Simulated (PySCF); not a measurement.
silene (CH4Si), SMILES C=[SiH2]. Heavy atoms are numbered as in [CH2:1]=[SiH2:2]. Hydrogens are named by the atom that carries them.

Geometry optimised at B3LYP-D3(BJ)/def2-TZVP.

Level of theory: PBE/pcSseg-2 (PySCF).

GIAO shieldings, no solvent; atoms alike by connectivity are averaged. δ = σ(ref) − σ: ¹³C against TMS (σ = 181.4 ppm); ²⁹Si against TMS (σ = 324.1 ppm); ¹H against TMS (σ = 31.47 ppm), references at their B3LYP-D3(BJ)/def2-TZVP geometries, non-relativistic.

```
nucleus       atoms  count  δ (ppm)
-------  ----------  -----  -------
¹³C        C1 (CH2)      1    122.1
²⁹Si     Si2 (SiH2)      1     67.9
¹H          H on C1      2     6.06
¹H         H on Si2      2     5.37
```
